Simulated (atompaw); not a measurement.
What one change does to a pseudopotential (La (Z = 57), PAW (atompaw))

atompaw 4.2.0.5 input, output lines left out:

```
La 57
LDA-PW scalarrelativistic loggrid 2001 logderivrange -5 5 251
6 6 5 4 0 0
6 0 1
6 1 1
5 2 1
4 3 0
0 0 0
c
c
c
c
v
v
c
c
c
v
v
c
c
v
v
3
3.00 2.70 2.15 2.25
n
n
y
2.75
n
y
1.95
n
custom rrkj gramschmidtortho gaussian
4 0 troulliermartins
2.40
3.00
2.00
2.75
3.00
3.00
1.05
1.05
```

Change: local potential troulliermartins scheme with l = 4 at 0 Ry, radius 2.40 bohr.

Cutoffs: the cutoffs (Ry, on a coarse ladder) from which the occupation-weighted sum of valence levels, in a spherical-Bessel basis at the reference potential, stays within 10 and 1 mRy of its value at 400 Ry; they do not see the model core or the augmentation charge, which bear on the density cutoff.

Q: What does the change do?

A: The potential gets neither clearly harder nor softer (18 Ry and 25 Ry → 18 Ry and 25 Ry); the bound ghost in s disappears. A state that the projectors do not describe sees the local part alone, so a deeper or shallower local part can create or remove a ghost.

| quantity | base | changed |
| --- | --- | --- |
| cutoff, loose | 18 Ry | 18 Ry |
| cutoff, tight | 25 Ry | 25 Ry |
| bound ghosts | s | none |
| s: phases at 3.00 bohr within 0.05 rad from the reference energy up to (Ry; the scan ends near 5) | 4.0 | 4.5 |
| p: phases at 3.00 bohr within 0.05 rad from the reference energy up to (Ry; the scan ends near 5) | 4.5 | to the end of the scan |
| d: phases at 3.00 bohr within 0.05 rad from the reference energy up to (Ry; the scan ends near 5) | to the end of the scan | to the end of the scan |
| f: phases at 3.00 bohr within 0.05 rad from the reference energy up to (Ry; the scan ends near 5) | to the end of the scan | to the end of the scan |
| lowest overlap eigenvalue by channel | s 0.04, p 0.04, d 0.83, f 0.92 | s 0.08, p 0.10, d 0.82, f 0.87 |

Base: The cutoffs count occupied waves only; the empty 4f level needs 110 Ry at the loose tolerance. Changed file: The cutoffs count occupied waves only; the empty 4f level needs 110 Ry at the loose tolerance. A true bound ghost makes a file unfit for plane-wave use even where its test errors are small: the radial tests pick states by their node count and pass the ghost by. The cutoffs see the waves, projectors and local potential, not the compensation charge or the core.
